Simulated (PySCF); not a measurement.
Cr+: ionisation energy

Cr+ [Ar] 3d5 (6S) → Cr(2+) [Ar] 3d4 (5D), as a difference of total energies. Calculation: PySCF 2.14, in cc-pVTZ-DK (7s6p4d2f1g, 68 functions); scalar relativity by spin-free X2C-1e. Correlated levels: valence: [Ar] frozen. The calculations carry no spin-orbit coupling.

```json
{"method": "UHF", "ionisation energy (eV)": "15.007", "difference from reference (eV)": "-1.479"}
{"method": "M06-2X", "ionisation energy (eV)": "16.308", "difference from reference (eV)": "-0.178"}
{"method": "LDA", "ionisation energy (eV)": "17.548", "difference from reference (eV)": "+1.062"}
{"method": "MP2 (valence)", "ionisation energy (eV)": "15.981", "difference from reference (eV)": "-0.505"}
{"method": "SCS-MP2 (valence)", "ionisation energy (eV)": "15.332", "difference from reference (eV)": "-1.154"}
```

Reference: 16.486 eV (measured; NIST Atomic Spectra Database, ionization energies).

The reference lies between the lowest fine-structure levels, while these numbers refer to the centres of the terms.

Errors of the correlated levels include the incompleteness of this basis and the frozen core.
